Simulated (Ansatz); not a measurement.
Basis-set extrapolation for C₁₀H₂₂S (`CCCCCCCCCCS`) (PBE0-D4/def2-TZVP geometry, frozen core, the Gaussian-basis code of Ansatz). Multiplicity 1, RHF reference.

|  | def2-TZVPP | def2-QZVPP |
| --- | --- | --- |
| HF | -789.185309 | -789.215032 |
| MP2 correlation | -1.933312 | -2.057519 |
| CCSD(T) correlation | -2.141543 | not run |

Energies in hartree. Use E(X) = E(∞) + A·exp(−7.88·√X) for Hartree–Fock and E(X) = E(∞) + B·X^(−2.97) for correlation, with X = 3 and 4, and add CCSD(T) minus MP2 of the smaller set to the MP2 limit.

What is the CCSD(T) energy at the basis-set limit?

HF limit: -789.215032 + (-0.029723) × 0.13774 = -789.21913. MP2 limit: -2.057519 + (-0.124207) × 0.74074 = -2.14952. Higher-order term: -2.141543 − (-1.933312) = -0.20823. Total: -791.57688 hartree, 6.80 eV below CCSD(T)/def2-TZVPP.
